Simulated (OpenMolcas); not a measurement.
# Dy2+ in CaO: curves along the breathing mode

Dy2+ with its 6 nearest oxide ions, on the Ca site of CaO (a = 4.8105 Å, distance in the model lattice 2.405 Å). The rest of the host is ab initio model potentials to 7.6 Å, with orthogonalisation functions on the cations behind the ligands, and point charges beyond; the distance is set by hand and nothing relaxes. Ligand basis ANO-RCC-VDZP.

```
Program             : OpenMolcas
Method              : CASSCF
Basis               : ANO-RCC-VDZP [7s6p4d2f1g]
Scalar Hamiltonian  : DKH2, point nucleus
Active space        : 10 electrons in 7 orbitals (4f)
State averaging     : 2S+1 = 5 even, 35 roots (33 in the spin-orbit step); 2S+1 = 3 even, 106 roots kept (CI in the orbitals of an earlier block); 2S+1 = 1 even, 44 roots kept (CI in the orbitals of an earlier block, 31 in the spin-orbit step)
Spin-orbit coupling : state interaction with AMFI integrals over the reference wave functions
```

Spin-free energies (labels of O, the rotations of Oh) in cm-1 above the lowest fitted minimum, as all ligands move together:

```
R (Å)    5A2    5T2     5E    5T1  5T2(2)    5A1  5T1(2)
2.274   5170   5250   5300   5660    5660   5710   21590
2.381      0     80    120    430     430    470   16430
2.434   1820   1890   1940   2220    2230   2260   18250
2.488   6530   6610   6650   6910    6920   6950   22970
2.541  13980  14050  14090  14330   14340  14370   30420
2.595  24550  24610  24650  24880   24890  24910   40980
```

Cubic fits give the following; the wavenumber is harmonic, with the mass of all moving ligands, small differences in it between states hang on the degree of the fit, a number in brackets counts states of one label, and the table is a selection of at most 14 states with clean curves.

```tsv
State	R0 (Å)	Breathing mode (cm-1)	Minimum (cm-1)
5A2	2.375	598	0
5T2	2.375	598	80
5E	2.375	598	130
5T1	2.375	598	430
5T2(2)	2.375	598	440
5A1	2.375	598	480
5T1(2)	2.375	598	16430
5A1(2)	2.375	598	16570
5T2(3)	2.375	598	16640
5A2(2)	2.375	598	16830
3T1	2.375	598	19540
3T2	2.375	598	19550
3A2	2.375	598	19620
3T2(2)	2.375	598	19650
```

For an f ion spin-orbit coupling outweighs the ligand field, so these spin-free curves are not those of observable levels.

High states are left out of the spin-orbit mixing, which shifts the levels that they would mix with. Without dynamic correlation the ligand-field splitting of an f shell can come out too small, at times by half. A group larger than the point group allows holds several states that coincide in this model. No measured value stands beside these numbers.
